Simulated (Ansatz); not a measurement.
Al₉N₉, a nanocrystal cut from zinc blende AlN (bare). The state is a singlet with charge 0. Geometry PBE-D4/def2-SVP; atoms count from 1.

```xyz
18

Al    1.084   -1.074    2.463
Al    0.979    2.629   -1.559
Al    0.346    0.512   -2.830
Al    0.946   -1.648   -0.676
Al    1.244    1.005    1.103
Al   -1.264    1.139   -0.299
Al   -1.407   -1.517    1.162
Al   -0.888    0.317    2.783
Al   -1.137   -1.283   -1.862
N     0.319    2.177    0.036
N     1.744   -0.793    0.732
N     0.896    0.781    2.886
N     0.668   -1.258   -2.455
N     1.279    2.032   -3.154
N    -1.433    0.530   -2.014
N    -0.642   -1.586    2.833
N    -0.851   -2.290   -0.363
N    -1.883    0.327    1.215
```

Single mean-field runs in def2-TZVP are fitted with def2-universal-jkfit.

(1) Estimate the Mulliken populations from the PBE0/def2-TZVP orbitals of Ansatz.

(2) And the Mayer bond orders between heavy atoms (over 0.3)?

Answers

(1) 
```
atom  charge (e)
 Al1        0.41
 Al2        0.38
 Al3        0.43
 Al4        0.41
 Al5        0.39
 Al6        0.37
 Al7        0.42
 Al8        0.42
 Al9        0.37
 N10       -0.33
 N11       -0.38
 N12       -0.41
 N13       -0.41
 N14       -0.45
 N15       -0.41
 N16       -0.42
 N17       -0.38
 N18       -0.40
```
Mulliken values depend strongly on the basis.

(2) Al1–N11 1.01 (1.87 Å); Al1–N12 0.92 (1.91 Å); Al1–N16 1.13 (1.84 Å); Al2–Al3 0.32 (2.55 Å); Al2–N10 1.21 (1.78 Å); Al2–N14 1.83 (1.73 Å); Al3–N13 1.03 (1.84 Å); Al3–N14 1.26 (1.81 Å); Al3–N15 0.78 (1.96 Å); Al4–N11 1.13 (1.83 Å); Al4–N13 1.13 (1.84 Å); Al4–N17 0.86 (1.93 Å); Al5–N10 1.06 (1.83 Å); Al5–N11 0.96 (1.90 Å); Al5–N12 1.08 (1.83 Å); Al6–N10 0.88 (1.92 Å); Al6–N15 1.19 (1.83 Å); Al6–N18 1.13 (1.83 Å); Al7–N16 1.04 (1.84 Å); Al7–N17 1.17 (1.80 Å); Al7–N18 0.90 (1.91 Å); Al8–N12 1.10 (1.85 Å); Al8–N16 0.92 (1.92 Å); Al8–N18 1.05 (1.86 Å); Al9–N13 0.94 (1.90 Å); Al9–N15 1.08 (1.84 Å); Al9–N17 1.09 (1.83 Å).
